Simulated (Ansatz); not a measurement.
Relaxation of C$_{2}$H$_{7}$NSi$_{2}$ (12 atoms, charge 0, multiplicity 1), to a largest force component of 0.02 eV/Å in at most 50 steps.

These are results of RKS B3LYP-D4/def2-SVP in Ansatz, not measurements.

```xyz
12
Properties=species:S:1:pos:R:3
C -1.427 -0.214 1.245
Si 0.357 -0.145 1.054
Si 0.940 -0.492 -1.111
C 1.246 0.916 -2.115
N -0.028 0.522 -2.237
H -1.770 0.008 2.273
H -1.868 -1.128 0.922
H -1.910 0.631 0.626
H 0.962 -1.171 1.974
H 0.900 1.160 1.569
H 2.334 0.879 -2.169
H 1.777 1.726 -2.529
```

Problem. Where does it end, and by what steps?

Solution. It converged. After 16 steps the energy has fallen by 5.881 eV; N5 moved furthest, 1.30 Å. Parted: Si3–C4.

```tsv
step	energy less start (eV)	largest force component (eV/Å)	accepted
0	0.0000	5.511	yes
1	-2.0798	4.805	yes
2	-3.7360	4.003	yes
3	-4.5110	1.185	yes
4	-4.7448	1.751	yes
5	-4.9944	1.388	yes
6	-5.2388	1.972	yes
7	-5.4140	2.855	yes
8	-5.7504	1.376	yes
9	-5.8340	1.013	yes
10	-5.8673	0.181	yes
11	-5.8353	0.572	no
12	-5.8757	0.288	yes
13	-5.8657	0.533	no
14	-5.8805	0.130	yes
15	-5.8810	0.039	yes
16	-5.8812	0.019	yes
```

```xyz
12
Properties=species:S:1:pos:R:3
C -1.638 -0.164 1.432
Si 0.206 -0.278 0.992
Si 0.446 -1.163 -1.249
C 1.720 1.237 -2.348
N 1.163 0.242 -1.811
H -1.774 0.194 2.465
H -2.123 -1.149 1.344
H -2.161 0.534 0.758
H 0.872 -1.218 1.954
H 0.850 1.064 1.152
H 2.819 1.341 -2.381
H 1.134 2.054 -2.806
```

Whether the end is a true minimum wasn't checked by a vibrational analysis.

Run time: 43 s on 2 threads of Arm Neoverse V2, with other jobs on the host, peak memory 0.25 GiB.
